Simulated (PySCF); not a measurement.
From one molecule to another.

First species: C8H10O.
Geometry (PBE0-D3(BJ)/def2-SVP, Å), atoms numbered from 1 in this order:
```
atom  x, y, z in Å
C1    -0.714   -0.176   -2.401
C2    -0.685   -0.323   -1.065
C3    -1.944   -0.457   -0.247
C4    -2.323    0.824    0.493
C5     0.572   -0.331   -0.331
C6     0.871   -0.533    0.995
C7     2.289   -0.435    1.112
C8     2.746   -0.181   -0.147
O9     1.721   -0.117   -1.017
H10    0.204   -0.053   -2.979
H11   -1.663   -0.175   -2.941
H12   -2.765   -0.752   -0.918
H13   -1.826   -1.283    0.475
H14   -2.517    1.641   -0.218
H15   -3.232    0.676    1.098
H16   -1.519    1.157    1.167
H17    0.159   -0.731    1.793
H18    2.890   -0.540    2.012
H19    3.739   -0.025   -0.562
```

Second species: C6H12BP.
Atom-mapped SMILES: `[BH3-:1][P+:2]1([CH2:3][C:4]#[CH:5])[CH2:6][CH2:7][CH2:8]1` (hydrogens: H9, H10, H11 on B1; H12, H13 on C3; H14 on C5; H15, H16 on C6; H17, H18 on C7; H19, H20 on C8)

Levels: CAM-B3LYP/def2-SVPD for dipole moment, HOMO energy, LUMO energy, HOMO–LUMO gap, static isotropic polarisability and electronic spatial extent ⟨r²⟩ about the centre of nuclear charge; TDDFT CAM-B3LYP/def2-SVPD for lowest singlet excitation; PBE0-D3(BJ)/def2-SVP for rotational constant A and rotational constant C. Geometries: PBE0-D3(BJ)/def2-SVP. Each structure is a single optimised conformer of the isolated species, non-relativistic unless stated. Electronic properties by PySCF.

The conformers computed, where there is a choice (atom-mapped SMILES and torsion angles):
- `[CH2:1]=[C:2]([CH2:3][CH3:4])[c:5]1[cH:6][cH:7][cH:8][o:9]1`: C1–C2–C3–C4 -103°, C1–C2–C5–C6 -176°
- `[BH3-:1][P+:2]1([CH2:3][C:4]#[CH:5])[CH2:6][CH2:7][CH2:8]1`: B1–P2–C3–C4 179°

```
                                                         property    column X    column Y
                                                    dipole moment      4.81 D      0.90 D
                                                      HOMO energy    -9.17 eV    -7.29 eV
                                                      LUMO energy     1.02 eV     0.20 eV
                                                    HOMO–LUMO gap    10.19 eV     7.49 eV
                                        lowest singlet excitation     6.40 eV     4.94 eV
                                  static isotropic polarisability    109.5 au    100.2 au
electronic spatial extent ⟨r²⟩ about the centre of nuclear charge  1201 bohr²  1282 bohr²
                                            rotational constant A   2.382 GHz   3.111 GHz
                                            rotational constant C   1.106 GHz   0.941 GHz
```

Q: Which column belongs to which species?

A: Column X is the second species and column Y the first. The first has 19 atoms and 66 electrons, the second 20 and 68.

Q: How does each property change from the first species to the second?

A: dipole moment +3.91 D; HOMO energy -1.88 eV; LUMO energy +0.82 eV; HOMO–LUMO gap +2.70 eV; lowest singlet excitation +1.46 eV; static isotropic polarisability +9.3 au; electronic spatial extent ⟨r²⟩ about the centre of nuclear charge -81 bohr²; rotational constant A -0.729 GHz; rotational constant C +0.165 GHz.

On the first: The dipole matches unit charges of opposite sign 0.19 Å apart (1 e·Å = 4.8032 D). No computed singlet falls in the visible range (750 to 380 nm, 1.65 to 3.26 eV); S1 lies 1.68 eV above its blue end.

On the second: The polarisability is 16.22 Å³ as a volume (1 au = 0.148185 Å³), or 1.61 au for each of the 68 electrons. S1 lies 3.79 eV below the HOMO–LUMO gap.
